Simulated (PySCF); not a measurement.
Working out the ionisation energy of Xe⁺

Xe⁺ [Kr] 4d10 5s2 5p5 (2P) → Xe²⁺ [Kr] 4d10 5s2 5p4 (3P). All numbers are calculated (PySCF 2.14, scalar relativity by spin-free X2C-1e, in x2c-TZVPall (8s6p4d2f, 60 functions)). Frozen: [Kr] 4d10. Energies in hartree (1 hartree = 27.21139 eV):

```json
{"part": "UHF", "Xe⁺ (lower)": "-7443.041000", "Xe²⁺ (upper)": "-7442.302343"}
{"part": "MP2 opposite-spin", "Xe⁺ (lower)": "-0.081075", "Xe²⁺ (upper)": "-0.062800"}
{"part": "MP2 same-spin", "Xe⁺ (lower)": "-0.023627", "Xe²⁺ (upper)": "-0.017805"}
```

What does Hartree-Fock give?

(-7442.302343) − (-7443.041000) = 0.738657 hartree = 20.100 eV.

What do MP2 and SCS-MP2 (6/5 opposite-spin, 1/3 same-spin) give?

The opposite-spin parts differ by 0.497 eV and the same-spin parts by 0.158 eV. MP2: 20.100 + (0.497) + (0.158) = 20.755 eV. SCS-MP2: 20.100 + 1.2 × (0.497) + (0.158)/3 = 20.749 eV.

Reference: 20.975 eV (semi-empirical (NIST evaluation); NIST Atomic Spectra Database, ionization energies), between the lowest levels; spin-orbit coupling is absent from the calculation.

What remains against the reference includes basis incompleteness, the frozen core and correlation beyond second order.
